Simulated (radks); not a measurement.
Question: Numerical settings for neutral hafnium, [Xe] 4f14 5d2 6s2. Calculated with a radial shooting solver on a logarithmic mesh with Libxc functionals: Dirac Kohn-Sham, BLYP, spin-unpolarised, spherical densities, finite nucleus; open shells fill j = l - 1/2 first; Fermi nuclear charge, rms radius 5.347 fm. The defaults (mesh step 0.008 in ln r, mesh end at 40 bohr or more with all orbitals vanishing there, Anderson mixing 0.5 over 9 steps, residual threshold near 1e-9 with the energy settled to 1e-9 hartree or 1e-11 of itself, here a cap of 75 iterations) give E = -15096.5583 hartree and 5d3/2 at -2.688 eV in 16 iterations. Run on one thread of a shared host, so times are rough (Arm Neoverse V2): 0.17 s of CPU time, 0.17 s wall, 16 iterations on 2440 mesh points. One setting is changed at a time: mesh step in ln r 0.2; mesh step in ln r 0.005; mesh step in ln r 0.05; mesh end (bohr) 20; mesh end (bohr) 5; residual threshold 1e-05; residual threshold 1e-13; mixing 0.2; linear mixing, mixing 0.5; linear mixing, mixing 1; mixing history 20; iteration cap 5. Which runs fail to converge, and which converge to a wrong energy?

Answer: Not converged within the cap: mesh step in ln r 0.2; linear mixing, mixing 1; iteration cap 5. Settled on a wrong energy, with an occupied level pushed above zero by the early mesh end: mesh end (bohr) 5 (+0.229 hartree). Apart from these: no run marked as converged misses the energy by more than 1 mhartree.
